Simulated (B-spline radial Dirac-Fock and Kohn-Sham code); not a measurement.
The computed values come from a radial finite-basis atomic code: relaxed Dirac-Fock hole states (ΔSCF) with Breit and QED corrections and a finite nucleus. Free neutral atoms.

**Question.** Order these X-ray lines by photon energy, lowest first.
A. Ho Lα1
B. Sb Lγ3
C. Tb Lβ7
D. Nd Lβ3
E. Dy Lℓ
F. Ce Lβ2

**Answer.** B (4598.4 eV), F (5614.8 eV), E (5740.2 eV), D (5831.9 eV), A (6718.5 eV), C (7461.1 eV).
